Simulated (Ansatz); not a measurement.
**Question.** Predict a relaxed structure of SiHMe2(SiH3) (C2H10Si2), charge 0, singlet, at PBE-D4/def2-SVP (Ansatz).

**Answer.** 
```xyz
14

Si   -0.209   -0.491    0.210
H    -0.724   -1.556    1.150
C    -1.564   -0.062   -1.045
H    -2.482    0.296   -0.538
H    -1.832   -0.952   -1.651
H    -1.222    0.734   -1.738
C     1.345   -1.137   -0.665
H     2.129   -1.416    0.068
H     1.767   -0.367   -1.343
H     1.107   -2.036   -1.271
Si    0.327    1.413    1.491
H    -0.857    1.895    2.291
H     0.761    2.543    0.589
H     1.456    1.134    2.451
```
 This is one stationary point.
